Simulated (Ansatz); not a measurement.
C3H9As⁺, that is AsMe3 with one electron fewer. The state is a doublet with charge 1. Geometry B3LYP-D4/def2-SVP.

```tsv
atom	x (Å)	y (Å)	z (Å)
As1	-0.266	0.431	0.359
C2	-0.868	0.729	-1.458
H3	-1.962	0.632	-1.498
H4	-0.395	-0.037	-2.097
H5	-0.562	1.733	-1.782
C6	-0.830	-1.304	1.010
H7	-0.357	-2.071	0.373
H8	-1.924	-1.379	0.943
H9	-0.502	-1.425	2.052
C10	1.652	0.648	0.508
H11	1.954	0.507	1.555
H12	1.932	1.653	0.163
H13	2.127	-0.117	-0.130
```

Problem. Estimate the α-spin orbital energies around the gap (eV) in Ansatz with PBE-D4/def2-TZVP, PBE0-D4/def2-TZVP.

Solution. 
| orbital | PBE-D4/def2-TZVP | PBE0-D4/def2-TZVP |
| --- | --- | --- |
| HOMO−5 | -15.21 | -16.77 |
| HOMO−4 | -15.21 | -16.77 |
| HOMO−3 | -14.91 | -16.46 |
| HOMO−2 | -13.80 | -15.09 |
| HOMO−1 | -13.80 | -15.09 |
| HOMO | -11.31 | -12.56 |
| LUMO | -5.09 | -4.02 |
| LUMO+1 | -4.67 | -3.75 |
| LUMO+2 | -4.67 | -3.75 |
| LUMO+3 | -4.27 | -3.43 |
| LUMO+4 | -2.79 | -1.91 |
| LUMO+5 | -2.76 | -1.87 |
| β HOMO | -13.66 | -14.91 |
| β LUMO | -9.98 | -9.00 |
